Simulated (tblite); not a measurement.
A tight-binding relaxation on `BOB[C@@H](C#CC)B(C)C`.

Computed with GFN2-xTB geometry optimisation, gas phase (tblite 0.8.0). Start geometry: from a force field or distance geometry. The input is one job of a driver script: a line of settings, then coordinates in Å.

Command:
```bash
OMP_NUM_THREADS=1 python probes_run.py task.json out
```

Input:
```
{"job": {"kind": "relax", "xc": "GFN2-xTB", "basis": "xTB"}, "charge": 0, "multiplicity": 1}
B      3.687500    -1.028600    -0.286600
O      2.535400    -1.700600    -0.905100
B      1.397600    -0.825500    -1.037800
C      0.422500    -0.523800     0.169300
C      0.125100     0.903300     0.285100
C     -0.140700     2.079200     0.364400
C     -0.448300     3.528400     0.454500
B     -0.947600    -1.298600     0.057700
C     -1.883100    -1.196600    -1.221300
C     -1.745100    -1.488300     1.445500
H      3.569800     0.089200     0.042400
H      4.737000    -1.485100    -0.496100
H      1.520800     0.097400    -1.791500
H      0.902700    -0.832300     1.119900
H     -0.823100     3.916200    -0.518100
H     -1.224000     3.663000     1.226500
H      0.492000     4.079200     0.695400
H     -1.881400    -0.138600    -1.599200
H     -1.589000    -1.878800    -2.017800
H     -2.939300    -1.400700    -0.941400
H     -2.836500    -1.647700     1.261600
H     -1.652500    -0.544400     2.022100
H     -1.284500    -2.339200     1.953500
```

Output:
```
step      E/eV     max force
  0    -739.95432    3.615
  1    -740.45868    2.006
  2    -740.62699    4.027
  3    -740.78773    3.550
  4    -740.87118    1.310
  5    -740.94283    0.618
  6    -741.02004    0.561
  7    -741.05831    0.593
  8    -741.15135    0.770
  9    -741.22362    0.674
... (164 lines left out)
174    -741.94955    0.016
175    -741.94960    0.016
176    -741.94966    0.016
177    -741.94972    0.021
178    -741.94981    0.028
179    -741.94990    0.025
180    -741.94999    0.021
181    -741.95006    0.017
182    -741.95012    0.013
183    -741.95015    0.009
```

«max force» is the largest atomic force in eV/Å.

Problem. From which step on does the largest force stay under 0.1 eV/Å, and how much energy is left to gain from there?

Solution. From step 148 (0.074 eV/Å), 11.9 meV above the end.

In short: energy lowered by 46.0 kcal/mol over 183 steps; largest atomic force 0.009 eV/Å at the end.

Problem. How long does this job take on one thread of an Intel Xeon at 2.50 GHz, no GPU, shared host with 64 logical CPUs at a one-minute load of 58?

Solution. About 5.6 s.
Labels such as C1 count atoms from 1, the log's own numbers from 0.
